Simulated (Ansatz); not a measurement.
Geometry optimisation, DFT PBE-D3(BJ), scalar-relativistic, plane waves, PAW in Ansatz 0.2.0.

input.yaml

```yaml
accuracy: low
crystal:
  lattice:
    - [7.862224, 0.0, 0.0]
    - [0.0, 7.862224, 0.0]
    - [0.0, 0.0, 7.862224]
  atoms:
    - { symbol: Si, position: [0.4509431, 0.1930851, 0.048633] }
    - { symbol: F, position: [0.5574678, 0.3241042, 0.1578314] }
    - { symbol: F, position: [0.2547232, 0.2223965, 0.0814417] }
    - { symbol: F, position: [0.4910628, 0.2202489, -0.1465344] }
    - { symbol: F, position: [0.5005185, 0.005591, 0.1017934] }
    - { symbol: Si, position: [0.2023506, 0.6603432, 0.6456767] }
    - { symbol: F, position: [0.2945187, 0.510697, 0.5479585] }
    - { symbol: F, position: [0.0484071, 0.5863145, 0.7517849] }
    - { symbol: F, position: [0.3327757, 0.7495136, 0.7700782] }
    - { symbol: F, position: [0.1337009, 0.7948477, 0.5128854] }
    - { symbol: Si, position: [0.8408517, 0.7051821, 0.2305456] }
    - { symbol: F, position: [1.013403, 0.6051578, 0.2562161] }
    - { symbol: F, position: [0.8301332, 0.7729385, 0.0415166] }
    - { symbol: F, position: [0.6859985, 0.582031, 0.2664912] }
    - { symbol: F, position: [0.833872, 0.8606011, 0.3579584] }
    - { symbol: "N", position: [0.356347, 0.6370977, 0.2212321] }
    - { symbol: "N", position: [0.3561905, 0.7033496, 0.0936905] }
    - { symbol: "N", position: [0.8886604, 0.2951798, 0.5799248] }
    - { symbol: "N", position: [0.7832996, 0.198592, 0.5648879] }
    - { symbol: "N", position: [-0.0474424, 0.0472229, 0.9511987] }
    - { symbol: "N", position: [0.0905876, 0.0084436, 0.9612027] }
basis:
  ecutwfc: 420.0
kpoints:
  mp_grid: { grid: [1, 1, 1] }
hamiltonian:
  xc: pbe
  dispersion: d3bj
scf:
  occupations: { method: fermi_dirac, width: 0.05 }
  lower_state_search: "off"
relax:
  f_tol: 0.3
  max_steps: 15
  adjacent_minimum: "off"
```

Command:

```bash
$ ansatz run input.yaml --threads 1 --pin off --max-ram 3072MiB --backend cpu --events-out ev --progress --plain --runs-dir out
```

Q: Where does it end, and by what steps?

A: The run converged. The threshold is loose, so the end isn't yet a minimum. The force dipped under the threshold on the way, but the program's further checks kept it going. Limits of this set-up: coarse k mesh, low accuracy level. After 13 steps the energy has fallen by 1.114 eV; F15 moved furthest, 1.35 Å.

```
step  energy less start (eV)  largest force component (eV/Å)  accepted
   0                  0.0000                           3.840       yes
   1                 -0.5054                           1.691       yes
   2                 -0.7128                           1.071       yes
   3                 -0.8662                           0.444       yes
   4                 -0.7871                           4.721        no
   5                 -0.9186                           0.308       yes
   6                 -0.9588                           0.326       yes
   7                 -0.9790                           2.818       yes
   8                 -1.0515                           0.556       yes
   9                 -1.0830                           0.201       yes
  10                 -1.0946                           1.241       yes
  11                 -1.1067                           0.920       yes
  12                 -1.1136                           0.183       yes
  13                 -1.1136                           0.183       yes
```

```xyz
21
Lattice="7.8622 0.0000 0.0000 0.0000 7.8622 0.0000 0.0000 0.0000 7.8622" Properties=species:S:1:pos:R:3
Si 3.923 1.645 0.389
F 4.935 2.587 1.146
F 2.468 1.879 0.943
F 3.951 1.966 -1.152
F 4.330 0.141 0.630
Si 1.480 4.926 5.376
F 1.996 3.687 4.552
F 0.911 4.437 6.764
F 2.673 5.921 5.634
F 0.337 5.662 4.582
Si 6.602 5.383 1.657
F 7.600 4.176 1.810
F 5.904 5.327 0.245
F 5.527 5.318 2.802
F 7.400 6.736 1.762
N 2.578 5.603 2.087
N 2.774 5.137 1.107
N 6.686 2.565 4.373
N 6.007 1.776 4.016
N -0.560 0.933 7.231
N 0.301 0.323 6.916
```

Time of the run: 42 s on 1 CPU thread of a shared host.
